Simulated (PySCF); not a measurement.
PySCF was given this input:
```python
from pyscf import gto, scf, dft, tdscf

mol = gto.M(
    atom='''
Ge   -0.00000000   -0.00000000   -1.10899717
Se    0.00000000    0.00000000    1.04376205
''',
    basis='aug-cc-pvdz',
    verbose=4,
)

mf = dft.RKS(mol)
mf.xc = 'lc_wpbe'
mf.kernel()
td = mf.TDDFT()
td.nstates = 5
td.kernel()
td.analyze()
```

### Question
What does this run give for the dipole moment, number of basis functions, nuclear repulsion energy, total energy, HOMO energy, excitation energies found?

### Answer

- dipole moment = 2.23 D
- number of basis functions = 72
- nuclear repulsion energy = 267.4451 Eh
- total energy = -4477.9097 Eh
- HOMO energy = -10.00 eV
- excitation energies found = 3.35, 3.68, 3.68, 3.84, 3.84 eV

### Question
Roughly what does it cost on one core?

### Answer
roughly 50 core-seconds.
